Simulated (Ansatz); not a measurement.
Relaxation of Cl₄H₄NOTa (11 atoms, charge 0, multiplicity 1), to a largest force component of 0.03 eV/Å in at most 50 steps.

Method: RHF/def2-SVP in Ansatz.

```xyz
11
Properties=species:S:1:pos:R:3
Ta -0.182 0.189 -0.130
Cl 2.213 0.657 -0.112
O 0.063 -0.580 1.529
H 0.372 -1.075 2.273
Cl -0.043 0.464 -2.466
Cl -1.177 2.148 0.451
Cl -1.960 -1.291 -0.505
N 1.481 -2.591 -1.006
H 0.884 -2.959 -0.292
H 1.011 -2.391 -1.866
H 2.116 -1.849 -0.699
```

Question: Where does it end, and by what steps?

Answer: It converged. After 13 steps the energy has fallen by 1.266 eV; N8 moved furthest, 0.69 Å. Joined: Ta1–N8.

```
step  energy less start (eV)  largest force component (eV/Å)  accepted
   0                  0.0000                           0.957       yes
   1                 -0.0496                           0.780       yes
   2                 -0.0553                           0.865       yes
   3                 -0.0619                           0.851       yes
   4                 -0.1201                           0.772       yes
   5                 -0.2775                           1.550       yes
   6                 -0.7810                           1.483       yes
   7                 -1.0079                           2.455       yes
   8                 -1.2082                           1.327       yes
   9                 -1.2194                           1.446       yes
  10                 -1.2255                           1.606       yes
  11                 -1.2613                           0.238       yes
  12                 -1.2652                           0.060       yes
  13                 -1.2660                           0.029       yes
```

```xyz
11
Properties=species:S:1:pos:R:3
Ta -0.010 -0.065 -0.193
Cl 2.240 0.747 -0.065
O 0.182 -0.734 1.529
H 0.454 -0.958 2.403
Cl 0.071 0.378 -2.545
Cl -1.117 1.887 0.366
Cl -1.909 -1.451 -0.561
N 1.091 -2.045 -0.856
H 0.751 -2.849 -0.352
H 0.938 -2.213 -1.839
H 2.086 -1.975 -0.711
```

Whether the end is a true minimum wasn't checked by a vibrational analysis.

The run took 42 s on 4 threads of Arm Neoverse V1, with other jobs on the host, peak memory 0.5 GiB.
